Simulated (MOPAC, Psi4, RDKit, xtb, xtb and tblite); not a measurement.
Two geometries of SMILES C=CCCC=C (C6H10), relaxed at GFN2-xTB with one dihedral held; other torsions can differ between them too.

Structure A

```
16

C     -2.4430     0.7719    -0.5813
C     -1.3696     0.3977     0.0884
C     -0.7401    -0.9557    -0.0064
C      0.7880    -0.8627    -0.1321
C      1.4106    -0.2908     1.1008
C      2.1505     0.8013     1.1318
H     -2.8716     1.7537    -0.4730
H     -2.9408     0.1094    -1.2712
H     -0.8868     1.0791     0.7770
H     -0.9822    -1.5216     0.8996
H     -1.1505    -1.4984    -0.8601
H      1.0457    -0.2514    -0.9991
H      1.1846    -1.8696    -0.2940
H      1.2099    -0.8386     2.0135
H      2.3619     1.3669     0.2386
H      2.5802     1.1768     2.0452
```

Structure B

```
16

C      2.4826     0.7712    -0.4853
C      1.3932     0.3647     0.1376
C      0.7587    -0.9756    -0.0554
C      1.0444    -1.8904     1.1487
C      2.5044    -2.1868     1.2656
C      3.2564    -1.8570     2.2979
H      2.9241     1.7351    -0.2978
H      2.9756     0.1578    -1.2219
H      0.9231     0.9970     0.8800
H      1.1475    -1.4439    -0.9619
H     -0.3227    -0.8591    -0.1622
H      0.6868    -1.4138     2.0636
H      0.4964    -2.8274     1.0123
H      2.9394    -2.6981     0.4162
H      2.8493    -1.3438     3.1540
H      4.3077    -2.0863     2.3374
```

**Question.** Which is lower in energy at the level PBE0-D3(BJ)/def2-TZVP // GFN2-xTB in Psi4, and by how much?

**Answer.** A is lower, by 2.53 kJ/mol (dihedral C1–C2–C3–C4: 135° in A, 105° in B).

E(B) − E(A) in kJ/mol at the other levels, on the same two geometries: GFN2-xTB (xtb and tblite) 0.19; MMFF94 // GFN2-xTB (RDKit) 2.36; PBE0/def2-TZVP // GFN2-xTB (Psi4) 3.57; PBE/def2-TZVP // GFN2-xTB (Psi4) 3.38; PBE-D3(BJ)/def2-TZVP // GFN2-xTB (Psi4) 2.40; UFF // GFN2-xTB (RDKit) -3.37; PM7, restricted, heats of formation // GFN2-xTB (MOPAC) 2.44; AM1, restricted, heats of formation // GFN2-xTB (MOPAC) 3.91; GFN1-xTB // GFN2-xTB (xtb) -0.13.
